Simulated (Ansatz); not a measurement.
Computed with Ansatz on PBE0-D4/def2-TZVP structures; ΔE is electronic, products minus reactants. CCSD(T)/CBS is the MP2 limit (def2-TZVPP, def2-QZVPP) plus CCSD(T) − MP2 in def2-TZVPP, frozen cores. Functionals use def2-TZVPP. B3LYP here is the variant with VWN-RPA as its local correlation; programs differ in this. For Br, Ge outer-core shells are correlated without core-valence functions, which leaves a few kJ/mol of doubt a bond. Scalar relativity is left out up to krypton. Each species was taken in one conformer, which may not be the lowest.

`[CH3][GeH2][C](=O)O` + `N[SiH](O)Br` → `CO[SiH](N)Br` + `O=[C](O)[GeH3]`  (substitution at a C–Ge bond)

```
             level  ΔE (kJ/mol)  difference from CCSD(T)/CBS
           PBE0-D4         87.4                         -4.6
          B3LYP-D4         81.2                        -10.8
           ωB97X-V         83.1                         -8.9
           ωB97M-V         87.3                         -4.7
               PBE         86.1                         -5.9
    MP2/def2-TZVPP         97.9                          5.9
SCS-MP2/def2-TZVPP         90.7                         -1.3
   CCSD/def2-TZVPP         89.6                         -2.4
     HF/def2-QZVPP         75.3                        -16.7
    CCSD/CBS(def2)         91.2                         -0.8
       CCSD(T)/CBS         92.0                            0
```

Largest T1 diagnostic among the species: 0.015.

In def2-TZVPP, CCSD(T) changes the Hartree–Fock value by +13.9 kJ/mol (the triples alone add +0.8 kJ/mol) and MP2 by +21.4 kJ/mol.
